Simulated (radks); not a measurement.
Results of a calculation; reference values are marked as such.
Problem. The mean radii <r> (bohr) of the occupied orbitals of an atom or ion are listed with their occupations. Code: a radial shooting solver on a logarithmic mesh with Libxc functionals. Model: scalar-relativistic Kohn-Sham, BLYP, spin-polarised, spherical densities, point nucleus.

| orbital | occ. | <r> |
|---|---|---|
| 1s up | 1 | 0.1201 |
| 1s down | 1 | 0.1197 |
| 2s up | 1 | 0.5642 |
| 2s down | 1 | 0.5741 |
| 2p up | 3 | 0.5098 |

Name the element and its charge. Open shells, if any, are filled with parallel spins first.

Solution. Z = 13, aluminium, charge +6: Al6+ in [He] 2s2 2p3. The 1s radius gives Z: for a bare nucleus <r> = (2 gamma + 1)/(2Z) with gamma = sqrt(1 - (Z/c)^2), 0.115 bohr for Z = 13, and screening makes it slightly larger (0.1201 here). The occupations add up to 7, and the charge is Z minus that.
